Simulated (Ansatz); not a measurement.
Basis-set series for Cl3F3W, SMILES `[F][W]([F])([F])([Cl])([Cl])[Cl]`. Charge 0, multiplicity 1. W takes the def2 core potential. Geometry: relaxed with PBE0-D4/def2-TZVP.

| functional | basis | functions | energy (Eh) | HOMO (eV) | LUMO (eV) |
| --- | --- | --- | --- | --- | --- |
| PBE0-D4 | def2-TZVPP | 275 | -1746.93566 | -9.62 | -5.17 |
| PBE0-D4 | def2-QZVPP | 462 | -1746.99259 | -9.63 | -5.18 |
| ωB97M-V | def2-TZVPP | 275 | -1747.44161 | -11.77 | -3.24 |
| ωB97M-V | def2-QZVPP | 462 | -1747.49561 | -11.79 | -3.27 |

Task: Give the rows for def2-SVP. (An estimate is asked.)

Result: Computed: 
```csv
functional,basis,functions,energy (Eh),HOMO (eV),LUMO (eV)
PBE0-D4,def2-SVP,128,-1746.06040,-9.73,-5.35
ωB97M-V,def2-SVP,128,-1746.56395,-11.84,-3.39
```
